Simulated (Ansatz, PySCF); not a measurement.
Be(tBu)(NH2) (C4H11BeN), SMILES C[C](C)(C)[Be][NH2]. Atoms are numbered in the order given.

```xyz
17

Be    -0.4999     0.8780     0.7034
C      0.1944    -0.3245    -0.2750
C      0.0816    -1.6846     0.4452
C     -0.5443    -0.4140    -1.6246
C      1.6828    -0.0206    -0.5341
H      0.5251    -2.4938    -0.1694
H     -0.9674    -1.9682     0.6395
H      0.6127    -1.6900     1.4129
H     -1.6152    -0.6474    -1.4966
H     -0.4782     0.5267    -2.1981
H     -0.1111    -1.2113    -2.2619
H      1.8250     0.9340    -1.0696
H      2.2633     0.0377     0.4024
H      2.1471    -0.8121    -1.1565
N     -1.1196     1.9276     1.5805
H     -1.5063     1.7715     2.5078
H     -1.2224     2.9116     1.3462
```
Charge 0, spin multiplicity 1.

The structure is a stationary point at B3LYP-D3(BJ)/def2-SVP. The values are those of a single conformer.

Two levels are set side by side: PBE-D3(BJ)/def2-SVP (Ansatz, a quantum-chemistry and plane-wave program) and B3LYP-D3(BJ)/def2-SVP (Ansatz). Each level has its own optimised geometry; the coordinates shown are those of the second. Frequencies come from the Hessian of PySCF at each geometry. Differences are taken from unrounded values.

```
quantity                            B3LYP-D3(BJ)
----------------------------------  ------------
mean bond length (Å)                       1.238
bond Be1–C2 (Å)                            1.699
bond Be1–N15 (Å)                           1.502
bond C2–C3 (Å)                             1.543
bond C2–C4 (Å)                             1.541
bond C2–C5 (Å)                             1.541
bond C3–H6 (Å)                             1.109
bond C3–H7 (Å)                             1.104
bond C3–H8 (Å)                             1.104
bond C4–H9 (Å)                             1.103
bond C4–H10 (Å)                            1.104
bond C4–H11 (Å)                            1.109
bond C5–H12 (Å)                            1.104
bond C5–H13 (Å)                            1.103
bond C5–H14 (Å)                            1.109
bond N15–H16 (Å)                           1.017
bond N15–H17 (Å)                           1.017
highest harmonic wavenumber (cm⁻¹)          3644
mean harmonic wavenumber (cm⁻¹)             1426
zero-point energy (kcal/mol)               91.74
```

**Question.** What does PBE-D3(BJ) give, and how far is it from B3LYP-D3(BJ)? (An estimate is asked for; the answer gives what the named calculation found.)

**Answer.** 
| quantity | PBE-D3(BJ) | PBE-D3(BJ) minus B3LYP-D3(BJ) |
|---|---|---|
| mean bond length (Å) | 1.244 | 0.006 |
| bond Be1–C2 (Å) | 1.706 | 0.008 |
| bond Be1–N15 (Å) | 1.509 | 0.007 |
| bond C2–C3 (Å) | 1.544 | 0.001 |
| bond C2–C4 (Å) | 1.542 | 0.001 |
| bond C2–C5 (Å) | 1.542 | 0.001 |
| bond C3–H6 (Å) | 1.117 | 0.009 |
| bond C3–H7 (Å) | 1.111 | 0.008 |
| bond C3–H8 (Å) | 1.111 | 0.008 |
| bond C4–H9 (Å) | 1.111 | 0.007 |
| bond C4–H10 (Å) | 1.111 | 0.007 |
| bond C4–H11 (Å) | 1.117 | 0.008 |
| bond C5–H12 (Å) | 1.111 | 0.007 |
| bond C5–H13 (Å) | 1.111 | 0.007 |
| bond C5–H14 (Å) | 1.117 | 0.008 |
| bond N15–H16 (Å) | 1.023 | 0.007 |
| bond N15–H17 (Å) | 1.023 | 0.007 |
| highest harmonic wavenumber (cm⁻¹) | 3583 | -61 |
| mean harmonic wavenumber (cm⁻¹) | 1390 | -36 |
| zero-point energy (kcal/mol) | 89.42 | -2.33 |

GGA bonds tend to be longer and softer than those of functionals with exact exchange. Differences between two approximate levels are no errors against the true value.
